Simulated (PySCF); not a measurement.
C4H5NSi, SMILES C#C[SiH](N)C#C.

The structure is a stationary point at B3LYP-D3(BJ)/def2-SVP. This is a generated structure with no PubChem entry under its InChIKey; it may be hypothetical. The values are those of a single conformer.

These are SMD-M06-2X/def2-SVP (PySCF) values and carry that method's errors.

Solvation free energies are E(SMD) − E(gas) at the gas-phase geometry, for 1 M in both phases. In vacuum the dipole moment is 1.34 D.

Computed solvation free energies in water, 1-octanol, 2-propanol:
```tsv
solvent	ΔG(solv) (kcal/mol)	its non-electrostatic (CDS) part	dipole (D)
water	-1.3	8.2	1.69
1-octanol	-2.6	5.5	1.64
2-propanol	-3.8	5.0	1.66
```
